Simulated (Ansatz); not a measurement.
ClH4O2Si2 (`O[SiH][SiH](O)Cl`) radical at its PBE0-D4/def2-TZVP geometry, where that method's forces vanish. Charge 0, multiplicity 2.

```xyz
9

O    -2.0069   -1.2337    0.3757
Si   -1.0365   -0.1217    1.1244
Si    0.9019    0.3299   -0.1003
O     0.3328    0.6973   -1.5985
Cl    1.8460    1.9418    0.7780
H    -2.1976   -1.0689   -0.5505
H    -0.7676   -0.6678    2.4826
H     1.9587   -0.7127   -0.2084
H     0.9693    0.8358   -2.3029
```

Problem. What forces (eV/Å) does ωB97M-V/def2-TZVPP give on these atoms in Ansatz? (Estimate.)

Solution. Ansatz gave: 
```
O1  -0.050 -0.066 -0.100
Si2  0.120  0.090  0.160
Si3  0.075 -0.233  0.114
O4   0.013  0.032 -0.105
Cl5  0.017  0.041  0.015
H6  -0.004 -0.022  0.033
H7  -0.016  0.035 -0.132
H8  -0.115  0.122  0.005
H9  -0.040  0.000  0.010
```
